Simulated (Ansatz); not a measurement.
W6S15, a cluster, relaxed as a triplet with UKS PBE-D4/def2-SVP in Ansatz, starting from the PBE-D4/def2-SVP geometry of the neutral singlet. Force threshold 0.03 eV/Å.

In the def2 sets W takes a core potential; there is no spin–orbit coupling. Single mean-field runs in def2-SVP are fitted with def2-universal-jkfit. The relaxation made no stability test and no search for a lower SCF solution. At PBE-D4/def2-SVP a singlet of charge 0 lies 0.13 eV below the triplet, each at its own geometry.

Start:

Cartesian coordinates in Å:
```
W 2.267 -0.716 2.504
W -0.172 -1.473 0.842
W -2.523 -2.238 -0.736
W 1.265 1.070 0.404
W -1.093 0.403 -1.246
W 0.257 2.954 -1.768
S 0.213 0.417 2.524
S 2.284 -1.154 0.200
S 2.224 -2.588 3.731
S 3.834 0.686 2.953
S -2.404 -0.452 0.779
S -0.333 -2.023 -1.545
S 0.171 -3.108 2.253
S -4.061 -1.908 -2.329
S -2.673 -4.075 0.372
S -0.916 2.391 0.183
S 1.155 0.820 -2.140
S 2.588 2.812 0.406
S -2.758 0.296 -2.659
S -1.161 3.388 -3.325
S 1.838 4.496 -1.402
```

```json
{"step": "1", "energy (eV)": "-173404.3012", "largest force component (eV/Å)": "0.731", "SCF passes": "85"}
{"step": "2", "energy (eV)": "-173404.4151", "largest force component (eV/Å)": "0.539", "SCF passes": "55"}
{"step": "3", "energy (eV)": "-173404.5871", "largest force component (eV/Å)": "0.304", "SCF passes": "49"}
{"step": "4", "energy (eV)": "-173404.6576", "largest force component (eV/Å)": "0.265", "SCF passes": "49"}
{"step": "5", "energy (eV)": "-173404.7067", "largest force component (eV/Å)": "0.345", "SCF passes": "44"}
{"step": "6", "energy (eV)": "-173404.7335", "largest force component (eV/Å)": "0.077", "SCF passes": "42"}
{"step": "7", "energy (eV)": "-173404.7424", "largest force component (eV/Å)": "0.200", "SCF passes": "45"}
{"step": "8", "energy (eV)": "-173404.7506", "largest force component (eV/Å)": "0.117", "SCF passes": "43"}
{"step": "9", "energy (eV)": "-173404.7562", "largest force component (eV/Å)": "0.084", "SCF passes": "42"}
{"step": "10", "energy (eV)": "-173404.7661", "largest force component (eV/Å)": "0.089", "SCF passes": "45"}
{"step": "11", "energy (eV)": "-173404.7942", "largest force component (eV/Å)": "0.258", "SCF passes": "41"}
{"step": "12", "energy (eV)": "-173404.8548", "largest force component (eV/Å)": "0.290", "SCF passes": "43"}
{"step": "13", "energy (eV)": "-173404.9196", "largest force component (eV/Å)": "0.481", "SCF passes": "44"}
{"step": "14 (rejected)", "energy (eV)": "-173404.8984", "largest force component (eV/Å)": "0.575", "SCF passes": "44"}
{"step": "15", "energy (eV)": "-173404.9349", "largest force component (eV/Å)": "0.339", "SCF passes": "43"}
{"step": "16", "energy (eV)": "-173404.9527", "largest force component (eV/Å)": "0.255", "SCF passes": "37"}
{"step": "17", "energy (eV)": "-173404.9603", "largest force component (eV/Å)": "0.147", "SCF passes": "38"}
{"step": "18", "energy (eV)": "-173404.9633", "largest force component (eV/Å)": "0.070", "SCF passes": "33"}
{"step": "19", "energy (eV)": "-173404.9650", "largest force component (eV/Å)": "0.045", "SCF passes": "33"}
{"step": "20", "energy (eV)": "-173404.9678", "largest force component (eV/Å)": "0.068", "SCF passes": "39"}
{"step": "21", "energy (eV)": "-173404.9686", "largest force component (eV/Å)": "0.021", "SCF passes": "33"}
```

Force components are those of the run's own axes.

End:

```csv
atom,x (Å),y (Å),z (Å)
W1,2.018,-1.028,2.494
W2,-0.303,-1.663,0.854
W3,-2.608,-2.123,-0.889
W4,1.180,0.974,0.393
W5,-1.280,0.377,-1.395
W6,0.363,3.048,-1.736
S7,0.006,0.249,2.425
S8,2.055,-1.305,0.126
S9,2.815,-2.367,4.109
S10,3.528,0.548,2.774
S11,-2.503,-0.303,0.590
S12,-0.431,-1.874,-1.734
S13,0.420,-3.098,2.469
S14,-4.324,-2.564,-2.121
S15,-2.008,-3.616,0.654
S16,-0.916,2.366,0.115
S17,1.088,0.847,-2.133
S18,2.622,2.589,0.587
S19,-2.745,0.703,-2.922
S20,-0.913,3.716,-3.326
S21,1.935,4.524,-1.334
```

Bonds formed: W2–S15 (atoms count from 1).

No frequencies were taken in this run, so the end may be a saddle point.

Run time 2.3 min (2 threads of AMD EPYC 7R13 on a shared host and a share (18 GiB) of an NVIDIA H100 80GB HBM3), peak host memory 1.1 GiB.
